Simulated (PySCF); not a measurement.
**C₆ coefficients of unlike pairs at PBE**

Calculated with PySCF 2.14 from the dipole response of each species, C₆(A,B) = (3/π) ∫ α_A(iu) α_B(iu) du, in atomic units, from isotropic polarisabilities. For ions this is the dispersion term alone; charge-induced terms of lower order in 1/R come first.

```tsv
species	configuration	basis	relativity	α (bohr³)	C₆ (like pair)
In⁺	[Kr] 4d10 5s2 (1S)	aug-cc-pwCVTZ-DK3 (10s9p7d4f1g)	spin-free X2C	23.75	163.5
Si²⁺	[Ne] 3s2 (1S)	aug-cc-pVTZ-DK (6s5p3d2f)	spin-free X2C	11.51	38.99
Nb⁺	[Kr] 4d4 (5D)	aug-cc-pVTZ-PP with ECP28MDF (6s6p5d3f2g)	core potential	28.85	188.8
P³⁺	[Ne] 3s2 (1S)	x2c-TZVPPall with one added diffuse shell each of s, p, d type (6s6p4d1f)	spin-free X2C	6.618	16.64
```

Task: Estimate C₆ for P³⁺ with Si²⁺.

Result: The integral gives 25.24. The combination rule 2 C_A C_B / (C_A α_B/α_A + C_B α_A/α_B) gives 25.26 and the geometric mean 25.47.

No spin-orbit coupling is included.

The other pairs:

```json
{"pair": "P³⁺, Nb⁺", "C₆": "55.31"}
{"pair": "Nb⁺, Si²⁺", "C₆": "84.97"}
{"pair": "Nb⁺, In⁺", "C₆": "175.1"}
{"pair": "P³⁺, In⁺", "C₆": "51.79"}
{"pair": "Si²⁺, In⁺", "C₆": "79.10"}
```
